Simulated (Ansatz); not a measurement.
Program: Ansatz. Geometries: PBE0-D4/def2-TZVP. ΔE: electronic, gas phase. CCSD(T)/CBS adds triple-zeta CCSD(T) − MP2 to the extrapolated MP2 energy (def2 sets, frozen cores). Functionals use def2-TZVPP. For Ga, Se outer-core shells are correlated without core-valence functions, which leaves a few kJ/mol of doubt a bond. Scalar relativity is left out up to krypton. Each species was taken in one conformer, which may not be the lowest.

Consider the ligand exchange at the Si–Se bond: `CC[Se][SiH2]C` + `[SH][GaH2]` → `C[SiH2][S][GaH2]` + `CC[SeH]`.

`CC[Se][SiH2]C`:

Z-matrix (Å, degrees):
```
C
C 1 1.512
H 1 1.092 2 111.5
H 1 1.092 2 111.1 3 -120.2
H 1 1.095 2 110.2 3 119.8
Se 2 1.969 1 113.8 3 62.8
H 2 1.091 1 111.5 3 180.0
H 2 1.091 1 112.1 3 -59.3
Si 6 2.273 2 97.8 1 -74.5
C 9 1.866 6 108.0 2 -170.2
H 9 1.491 6 108.3 2 -49.1
H 9 1.490 6 111.5 2 68.6
H 10 1.092 9 110.7 6 -60.0
H 10 1.093 9 110.2 6 -179.6
H 10 1.092 9 110.8 6 60.3
```

`[SH][GaH2]`:

Z-matrix (Å, degrees):
```
Ga
S 1 2.199
H 1 1.559 2 115.2
H 1 1.560 2 118.1 3 -180.0
H 2 1.343 1 95.0 3 180.0
```

`C[SiH2][S][GaH2]`:

```xyz
11

C    -1.591   -0.404   -0.318
Si    0.154   -0.879   -0.775
S     1.418    0.836   -1.017
Ga    1.613    1.443    1.088
H    -2.010    0.280   -1.059
H    -2.226   -1.293   -0.268
H    -1.616    0.087    0.658
H     0.723   -1.786    0.257
H     0.176   -1.579   -2.086
H     2.492    2.703    1.354
H     0.867    0.591    2.167
```

`CC[SeH]`:

Z-matrix (Å, degrees):
```
C
C 1 1.512
H 1 1.091 2 111.2
H 1 1.095 2 110.4 3 120.3
H 1 1.092 2 111.2 3 -120.1
Se 2 1.958 1 114.0 3 57.4
H 2 1.090 1 112.1 3 -179.9
H 2 1.092 1 111.4 3 -59.4
H 6 1.469 2 95.0 1 63.4
```

(1) Is it downhill or uphill in electronic energy at CCSD(T)/CBS, and by how much? (Estimate.)

(2) What do these levels give: PBE-D4, PBE0-D4, ωB97X-V, PBE, PBE0, HF/def2-TZVPP, SCS-MP2/def2-TZVPP, CCSD/def2-TZVPP, HF/def2-QZVPP, SCS-MP2/def2-QZVPP, MP2/CBS(def2), CCSD/CBS(def2)? (Best estimate.)

Largest T1 diagnostic among the species: 0.013.

## Answers

(1) Ansatz gave: Nearly level: ΔE = -0.4 kcal/mol.

(2) Computed: PBE-D4 -0.2, PBE0-D4 -0.4, ωB97X-V -0.6, PBE -0.1, PBE0 -0.3, HF/def2-TZVPP -0.8, SCS-MP2/def2-TZVPP -0.7, CCSD/def2-TZVPP -0.5, HF/def2-QZVPP -0.8, SCS-MP2/def2-QZVPP -0.6, MP2/CBS(def2) -0.4, CCSD/CBS(def2) -0.4 kcal/mol.
